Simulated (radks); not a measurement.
Values are calculated unless marked as measured or tabulated.
Question: These are the eigenvalues of the occupied orbitals of an atom or ion with whole-number occupations (eV). Code: a radial shooting solver on a logarithmic mesh with Libxc functionals. Model: scalar-relativistic Kohn-Sham, exchange-only LDA, spin-polarised, spherical densities, point nucleus.

orbital  eigenvalue
1s up     -295.2978
1s down   -293.2883
2s up      -33.4097
2p up      -24.9857
3s up       -7.7395

Which element is it, and in what charge state? The configuration may be excited. Open shells, if any, are filled with parallel spins first.

Answer: Z = 6, carbon, charge +1: C+ in [He] 2s1 2p1 3s1. The list shows which subshells hold electrons but not how many an open one holds; the 1s level, -10.852 hartree, gives Z - s = 4.7 by -(Z - s)^2/2, which with screening and relativity narrows Z to a few neighbours, and the depths of the outer levels then fix element, charge and occupations together.
